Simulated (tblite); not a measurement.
C₇H₁₄S₂.
Cartesian coordinates in Å at the GFN2-xTB level; atoms count from 1:
```
atom  x, y, z in Å
C1     2.1942    0.8052    1.0748
C2     1.7132    0.0838   -0.1791
C3     0.3679   -0.6393   -0.0073
C4     0.0590   -1.3994   -1.2962
S5    -1.3009   -2.5979   -1.0632
S6    -2.7932   -1.2627   -0.6931
C7    -2.0485   -0.4741    0.7770
C8    -0.7715    0.3011    0.4441
C9    -1.0806    1.4269   -0.5404
H10    3.2112    1.1608    0.9275
H11    1.5710    1.6650    1.3061
H12    2.1893    0.1312    1.9288
H13    2.4582   -0.6676   -0.4528
H14    1.6493    0.7906   -1.0082
H15    0.4942   -1.3863    0.7879
H16   -0.2066   -0.7368   -2.1183
H17    0.9138   -2.0064   -1.5918
H18   -2.8157    0.1977    1.1594
H19   -1.8604   -1.2607    1.5084
H20   -0.4480    0.7551    1.3882
H21   -1.4824    1.0371   -1.4719
H22   -0.1917    2.0112   -0.7591
H23   -1.8265    2.0925   -0.1107
```

Computed values, GFN2-xTB/tblite, gas phase, harmonic and unscaled. This tight-binding method is rough: wavenumbers can miss measured ones by several per cent, in bad cases by 10 to 20. One conformer, not necessarily the lowest.

Harmonic wavenumbers (cm⁻¹): 69.4, 103.5, 141.4, 186.0, 199.1, 226.5, 251.7, 265.3, 303.2, 327.9, 376.2, 430.2, 498.6, 515.7, 591.7, 685.1, 733.1, 776.9, 829.2, 871.9, 896.4, 939.2, 984.7, 1015.3, 1054.9, 1065.8, 1074.2, 1098.6, 1116.9, 1129.4, 1169.4, 1211.5, 1218.6, 1236.9, 1253.9, 1296.1, 1304.4, 1331.8, 1349.7, 1359.3, 1413.7, 1417.6, 1436.4, 1439.8, 1490.1, 1499.0, 1503.9, 1511.8, 1513.6, 2905.7, 2923.2, 2965.8, 2978.1, 2988.9, 2996.5, 3002.0, 3002.7, 3031.6, 3032.6, 3037.1, 3045.9, 3047.2, 3055.6.

A = 1952, B = 848.0, C = 682.7 MHz; mass 162.054 u (most abundant isotopes); point group C1, symmetry number 1.

Q: Zero-point energy?

A: ½Σν̃ = 43364 cm⁻¹ = 518.75 kJ/mol.

Q: Entropy at 298.15 K, 1 bar (ideal gas, RRHO, classical rotation)?

A: Translation 172.31, rotation 125.65, vibration 120.37: S = 418.3 J/(mol K).

Q: And Cp and H(298.15 K) − H(0)?

A: Cp = 174.95 J/(mol K), of which vibrations give 141.69 (their classical limit is 63 R = 523.8); H(298.15 K) − H(0) = 30.29 kJ/mol without the zero-point energy, 20.38 from vibrations.

Q: Blend soft modes into free rotors: weight 1/[1 + (100 cm⁻¹/ν̃)⁴] for the oscillator and the rest for a rotor with moment μB/(μ + B), μ = h/(8π²ν), B = 10⁻⁴⁴ kg m². What vibrational entropy results?

A: 115.93 J/(mol K) in place of 120.37, which changes −T·S at 298.15 K by +1.32 kJ/mol.

Q: Which modes carry the vibrational entropy at 298.15 K?

A: 69.4 cm⁻¹: 17.45; 103.5 cm⁻¹: 14.17; 141.4 cm⁻¹: 11.65; 186.0 cm⁻¹: 9.49; 199.1 cm⁻¹: 8.96; 226.5 cm⁻¹: 7.98 J/(mol K); the other 57 give 50.68 together.

Q: What must be added to the electronic energy to get the Gibbs energy at 298.15 K and 1 bar?

A: ZPE + [H(298.15 K) − H(0)] − T·S = 518.75 + 30.29 − 124.73 = 424.31 kJ/mol.

Hindered rotation and anharmonicity are outside this model. Other conformers, if any are populated, would add a mixing term that is left out. The structure is chiral; the term R ln 2 for an equal mix with its mirror image is left out.

Hardware: one thread, AMD EPYC 7R43 (x86_64), no GPU (shared host). Cost: 1.8 s of wall time. This covers the Hessian and the dipole derivatives.
